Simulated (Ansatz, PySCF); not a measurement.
Gas-phase reaction in SMILES: C1CN1 + 2 C (CH4) + N (NH3) -> CC (C2H6) + 2 CN (CH5N)
Each molecule is optimised on its own at B3LYP-D3(BJ)/def2-TZVP (Ansatz, a first-principles code).

Wanted: bond separation energy (electronic energy difference), in kcal/mol. Correlated levels leave the core frozen unless marked. Spin-orbit coupling is left out. Non-relativistic. CBS(X,Y): correlation extrapolated as X^-3; Hartree-Fock from the larger set. The bracket is a focal-point correction in the basis named.

```
level                                                     program  bond separation energy (kcal/mol)
-------------------------------------------------  --------------  ---------------------------------
HF-D3(BJ)/def2-TZVPD                                PySCF + dftd3                                [?]
PBE-D3(BJ)/def2-TZVPD                              Ansatz + dftd3                              -17.8
revPBE/def2-TZVPD                                          Ansatz                              -13.9
B3LYP-D4/def2-TZVPD                                Ansatz + dftd4                              -19.2
PBE0/def2-TZVPD                                            Ansatz                              -18.9
TPSSh/def2-TZVPD                                            PySCF                                [?]
r2SCAN0-D4/def2-TZVPD                              Ansatz + dftd4                              -19.2
r2SCAN0/def2-TZVPD                                         Ansatz                              -18.9
CAM-B3LYP-D4/def2-TZVPD                            Ansatz + dftd4                              -20.3
LC-wPBE/def2-TZVPD                                         Ansatz                              -18.4
wB97X/def2-TZVPD                                           Ansatz                                [?]
SCS-MP2/STO-3G                                             Ansatz                              -31.8
SCS-MP2/aug-cc-pVDZ                                        Ansatz                              -19.5
SCS-MP2/cc-pwCVTZ                                          Ansatz                              -17.4
CCSD/cc-pVTZ                                               Ansatz                              -18.9
RI-MP2/CBS(cc-pVTZ,cc-pVQZ)+[CCSD(T)-MP2]/cc-pVTZ          Ansatz                              -18.5
```

**Question.** What belongs in the gaps?

**Answer.** 
- HF-D3(BJ)/def2-TZVPD, bond separation energy (kcal/mol): -26.0
- TPSSh/def2-TZVPD, bond separation energy (kcal/mol): -15.9
- wB97X/def2-TZVPD, bond separation energy (kcal/mol): -19.1
